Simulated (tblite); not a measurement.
Species: C8H12O2.
Numbering: `[CH3:1][C:2](=[O:3])[O:4][CH:5]=[C:6]1[CH2:7][CH:8]([CH3:9])[CH2:10]1` (hydrogens: H11, H12, H13 on C1; H14 on C5; H15, H16 on C7; H17 on C8; H18, H19, H20 on C9; H21, H22 on C10)

Computed geometry: GFN2-xTB, gas phase.

Task: What internal coordinates does the optimisation give?

Result: 
```
                  bond  length (Å)
                 C1–C2       1.506
                 C2=O3       1.202
                 C2–O4       1.342
                 O4–C5       1.385
                 C5=C6       1.320
                 C6–C7       1.501
                 C7–C8       1.546
                 C8–C9       1.517
                C8–C10       1.544
                C6–C10       1.502
C1–H11, C1–H12, C1–H13       1.087
                C5–H14       1.082
                C7–H15       1.090
                C7–H16       1.089
                C8–H17       1.091
C9–H18, C9–H19, C9–H20       1.088
               C10–H21       1.089
               C10–H22       1.089
```

Bonds in one row agree within 0.01 Å and their mean is given. A selection of angles:
```
    angle  degrees
 C1–C2–O3    125.5
 C1–C2–O4    110.2
 O3–C2–O4    124.3
 C2–O4–C5    118.5
 O4–C5–C6    120.8
 C5–C6–C7    132.9
C5–C6–C10    134.1
C7–C6–C10     92.9
 C6–C7–C8     88.7
 C7–C8–C9    115.4
C7–C8–C10     89.6
C9–C8–C10    115.3
C6–C10–C8     88.8
```

Torsions: C1–C2–O4–C5 179° (antiperiplanar); C2–O4–C5–C6 178° (antiperiplanar); O4–C5–C6–C7 180° (antiperiplanar); C5–C6–C7–C8 178° (antiperiplanar); C6–C7–C8–C9 119° (anticlinal); C7–C8–C10–C6 -1° (synperiplanar); C5–C6–C10–C8 -178° (antiperiplanar). The mirror-image conformer, all signs reversed, is as good.

The C–O distances run from 1.202 Å (C2=O3, drawn double) to 1.385 Å (O4–C5, drawn single), a spread of 0.183 Å. The 4-membered ring C6–C7–C8–C10 has internal angles of 88.7° to 92.9° (sum 360°, against 360° for a flat polygon); it is planar, 0.01 Å rms from its mean plane, widest ring torsion 1°. O4 (ester single-bonded oxygen) is bent (angle 118.5°). Of the pairs four or more bonds apart, O3···H14 is among the closest relative to their van der Waals radii: 2.31 Å, 85 % of the sum of Bondi's values. The 7 C–C bonds span 1.320 Å (C5=C6, drawn double) to 1.546 Å (C7–C8, drawn single), a spread of 0.226 Å.

Point group: C1 (no symmetry element, even within 0.4 Å). GFN2-xTB frequencies show an imaginary mode (26i cm⁻¹), so the point is no minimum at that level. 3 starts were optimised and ended at 0.00, 0.63 and 0.69 kcal/mol (GFN2-xTB); the lowest of these is shown.
